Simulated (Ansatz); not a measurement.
## [SiCl3]+ (SMILES Cl[Si+](Cl)Cl): methods side by side

[SiCl3]+: 4 atoms, total charge +1, spin state singlet. As SMILES, `Cl[Si+](Cl)Cl`. Geometry: optimised at B3LYP/def2-SVP.

Quantity: the adiabatic electron affinity (to the doublet neutral, shapes relaxed at B3LYP/def2-SVP, no zero-point term), in eV. The values are calculated.

The electron affinity is E(neutral) − E(anion): positive where the electron is bound.

```csv
level,kind,program,value (eV),less CCSD(T)/def2-TZVP,CPU time (all runs)
HF/def2-TZVP,Hartree–Fock,Ansatz,7.58,-0.12,6.3 s
SVWN5/def2-TZVP,LDA,Ansatz,7.79,+0.09,3.3 s
r2SCAN/def2-TZVP,meta-GGA,Ansatz,7.94,+0.24,17 s
B3LYP/def2-TZVP,global hybrid,Ansatz,7.92,+0.22,11 s
PBE0-D4/def2-TZVP,global hybrid,Ansatz,7.91,+0.21,9.8 s
wB97M-V/def2-TZVP,range-separated hybrid,Ansatz,7.70,0.00,34 s
B2PLYP/def2-TZVP,double hybrid,Ansatz,7.77,+0.07,15 s
RPA@PBE/def2-TZVP,RPA,Ansatz,7.95,+0.25,10 s
CCSD(T)/def2-TZVP,coupled cluster or CI,Ansatz,7.70,0.00,53 s
```

CCSD(T)/def2-TZVP is the highest level here, not the true value. The values span 7.58 to 7.95 eV. CPU times are rough (shared hosts, several kinds of processor and program).
